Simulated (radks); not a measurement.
Values are calculated unless marked as measured or tabulated.
Spherical quantum dot in the effective-mass picture: electrons in a well V = -V0 / (1 + exp((r - R)/a)) with V0 = 8.89, R = 2.99, a = 0.32, with a point charge +2 (a donor) at the centre, all in effective atomic units (hartree* = m*/eps^2 hartree, bohr* = eps/m* bohr), one dielectric constant everywhere. Level of theory: non-relativistic Kohn-Sham, LDA (Slater exchange, Perdew-Wang correlation), spin-polarised, spherical densities (a radial shooting solver with Libxc functionals). Levels are named by radial order and angular momentum (1s, 1p, 1d, 2s, ...), and open shells are averaged over m.

N = 6, configuration 1s2 1p(up 3, down 1). This is the lowest configuration that the search found. Occupied and some empty levels:

level    occupation  eigenvalue (hartree*)  <r> (bohr*)
1s up             1                -7.0627       0.9783
1s down           1                -7.0062       0.9577
1p up             3                -5.9675        1.697
1p down           1                -5.8819        1.701
2s up             0                -5.6072        1.598
2s down           0                -5.5470        1.617
1d up             0                -5.1755        1.927
1d down           0                -5.0938        1.935
1f up             0                -4.2912        2.088
1f down           0                -4.2163        2.096

Energy (hartree*): total -48.1060, kinetic 6.6481, external -63.158, Hartree 11.084, exchange-correlation -2.6803.

Electron density:

r (bohr*)  n(r) (e/bohr*^3)
0.0632                2.446
0.222                 1.337
0.381                0.7727
0.540                0.4823
0.699                0.3301
0.858                0.2481
1.02                 0.2014
1.18                 0.1714
1.33                 0.1484
1.49                 0.1273
1.65                 0.1058
1.81                0.08390
1.97                0.06246
2.13                0.04319
2.29                0.02728
2.45                0.01558
2.60               0.007973
2.76               0.003641
2.92               0.001488
3.08              0.0005491
